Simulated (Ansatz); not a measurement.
`[NH2][GeH2][O][SiH](N)Cl` and `[NH2][GeH2][O][SiH](N)F` differ in one element.

Ansatz, PBE0-D4/def2-TZVP geometries, multiplicity 1. Each molecule was computed in one conformer, which needn't be the lowest.

Scalar relativity is left out up to krypton.

| property | `[NH2][GeH2][O][SiH](N)Cl` |
| --- | --- |
| LUMO energy (B3LYP/def2-TZVPP) / eV | 0.20 |
| LUMO energy (ωB97M-V/def2-TZVPP) / eV | 1.95 |
| size of the dipole moment (PBE/def2-TZVPP) / D | 2.06 |
| HOMO–LUMO gap (ωB97M-V/def2-TZVPP) / eV | 11.94 |
| HOMO–LUMO gap (PBE/def2-TZVPP) / eV | 5.85 |
| HOMO energy (ωB97M-V/def2-TZVPP) / eV | -9.99 |

(1) Give the same properties after the change, and the shifts. (Estimate.)

Answers

(1) Computed: 
| property | `[NH2][GeH2][O][SiH](N)F` | shift |
| --- | --- | --- |
| LUMO energy (B3LYP/def2-TZVPP) / eV | 0.22 | 0.02 |
| LUMO energy (ωB97M-V/def2-TZVPP) / eV | 1.98 | 0.03 |
| size of the dipole moment (PBE/def2-TZVPP) / D | 1.92 | -0.14 |
| HOMO–LUMO gap (ωB97M-V/def2-TZVPP) / eV | 11.96 | 0.02 |
| HOMO–LUMO gap (PBE/def2-TZVPP) / eV | 5.86 | 0.01 |
| HOMO energy (ωB97M-V/def2-TZVPP) / eV | -9.98 | 0.01 |

Dipoles are sizes alone; their direction can turn.

B3LYP here is the variant with VWN-RPA as its local correlation; programs differ in this.
